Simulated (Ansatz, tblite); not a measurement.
Removing and adding an electron: `C[Si](C)(C)C#Cc1ccc(-c2ccc(-c3ccc(-c4ccc(-c5ccc(-c6ccc(C#C[Si](C)(C)C)o6)o5)o4)o3)o2)o1`. Charge 0, multiplicity 1. Geometry: PBE-D4/def2-SVP. Ansatz, gas phase; energy differences of separate SCF runs; the oxidised species was run as a doublet alone; the reduced species was run as a doublet alone.

Cartesian coordinates in Å:
```
C -9.004 1.296 9.096
Si -9.877 -0.197 8.334
C -11.662 0.231 7.880
C -9.838 -1.667 9.523
C -8.979 -0.660 6.785
C -8.400 -0.985 5.740
C -7.777 -1.378 4.543
C -8.183 -2.219 3.509
C -7.134 -2.239 2.555
C -6.138 -1.407 3.059
C -4.852 -1.029 2.554
C -3.845 -0.202 3.038
C -2.802 -0.231 2.074
C -3.232 -1.077 1.056
C -2.638 -1.506 -0.172
C -3.072 -2.353 -1.187
C -2.032 -2.384 -2.153
C -1.020 -1.556 -1.673
C 0.262 -1.196 -2.201
C 0.926 -1.553 -3.372
C 2.174 -0.878 -3.352
C 2.202 -0.145 -2.170
C 3.176 0.727 -1.589
C 3.206 1.461 -0.408
C 4.456 2.135 -0.391
C 5.117 1.775 -1.562
C 6.400 2.133 -2.096
C 7.408 2.964 -1.612
C 8.447 2.930 -2.576
C 8.023 2.083 -3.598
C 8.625 1.672 -4.800
C 9.168 1.320 -5.855
Si 9.993 0.802 -7.428
C 10.319 -1.060 -7.359
C 11.619 1.756 -7.573
C 8.846 1.215 -8.874
O 6.767 1.598 -3.294
O 4.336 0.917 -2.289
O 1.041 -0.338 -1.471
O -1.392 -1.023 -0.467
O -4.479 -1.563 1.348
O -6.518 -0.883 4.258
H -7.949 1.059 9.344
H -9.007 2.159 8.401
H -9.516 1.604 10.031
H -12.240 0.509 8.786
H -11.697 1.083 7.172
H -12.167 -0.633 7.402
H -8.795 -1.941 9.781
H -10.375 -1.424 10.463
H -10.323 -2.556 9.070
H -9.139 -2.751 3.468
H -7.091 -2.788 1.609
H -3.875 0.352 3.982
H -1.843 0.295 2.101
H -4.031 -2.880 -1.215
H -2.014 -2.944 -3.094
H 0.547 -2.226 -4.149
H 2.971 -0.910 -4.101
H 2.412 1.496 0.344
H 4.838 2.809 0.383
H 7.389 3.526 -0.672
H 9.406 3.457 -2.548
H 10.815 -1.403 -8.291
H 10.975 -1.317 -6.503
H 9.371 -1.624 -7.246
H 12.151 1.476 -8.506
H 11.438 2.850 -7.594
H 12.288 1.536 -6.716
H 8.634 2.303 -8.914
H 9.311 0.917 -9.837
H 7.879 0.681 -8.779
```

The xTB rows come from tblite. Single mean-field runs in def2-TZVP are fitted with def2-universal-jkfit.

```csv
level,−HOMO (eV),vertical IE (eV),−LUMO (eV),vertical EA (eV),HOMO–LUMO gap (eV),IE − EA (eV)
GFN1-xTB,10.27,11.59,8.52,7.21,1.75,4.38
GFN2-xTB,9.48,10.83,7.69,6.33,1.80,4.50
PBE-D4/def2-TZVP,4.30,5.64,2.69,1.47,1.61,4.17
PBE0-D4/def2-TZVP,4.96,5.88,2.10,1.28,2.86,4.60
```

 Raw xTB energy differences between charge states are shifted by several eV; the methods need an empirical correction for them. Sets without diffuse functions give affinities that are too small.
